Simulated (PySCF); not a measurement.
PySCF was given this input:
```python
from pyscf import gto, scf, dft

mol = gto.Mole()
mol.atom = '''
    Sb   -0.182010    0.017823    0.641344
    C    -1.542376   -1.192927   -0.550546
    H    -1.170999   -1.284507   -1.565587
    H    -2.523423   -0.730683   -0.561131
    H    -1.627807   -2.181515   -0.112817
    C     1.581376   -0.560269   -0.522205
    C     2.130104   -1.903764   -0.085179
    H     2.335200    0.215620   -0.395336
    H     1.297482   -0.595086   -1.572766
    H     1.378292   -2.682235   -0.201578
    H     2.433773   -1.878089    0.959787
    H     2.998160   -2.178758   -0.684361
    C    -0.575893    1.886369   -0.447015
    C    -0.446010    1.805261   -1.952795
    H     0.109278    2.633162   -0.047914
    H    -1.585561    2.188001   -0.170232
    H    -1.115206    1.051427   -2.361634
    H     0.573673    1.562554   -2.242858
    H    -0.703576    2.763112   -2.405670
'''
mol.basis = 'def2-sv(p)'
mol.ecp = {'Sb': 'def2-sv(p)'}
mol.charge = 0
mol.spin = 0
mol.verbose = 4
mol.max_memory = 1800
mol.build()

mf = dft.RKS(mol)
mf.xc = 'pbe'
mf = mf.density_fit(auxbasis='def2-universal-jkfit')
mf.kernel()
```

Problem. What does this run give for the number of basis functions, Mulliken (on the basis functions themselves) charges in atom order, nuclear repulsion energy, HOMO-LUMO gap, total energy?

Solution. 
* **number of basis functions**: 122
* **Mulliken (on the basis functions themselves) charges in atom order**: Sb1 0.42, C2 -0.56, H3 0.14, H4 0.14, H5 0.14, C6 -0.44, C7 -0.27, H8 0.12, H9 0.13, H10 0.11, H11 0.11, H12 0.10, C13 -0.43, C14 -0.28, H15 0.12, H16 0.12, H17 0.11, H18 0.12, H19 0.10
* **nuclear repulsion energy**: 364.7606 Eh
* **HOMO-LUMO gap**: 5.00 eV
* **total energy**: -438.113362 Ha
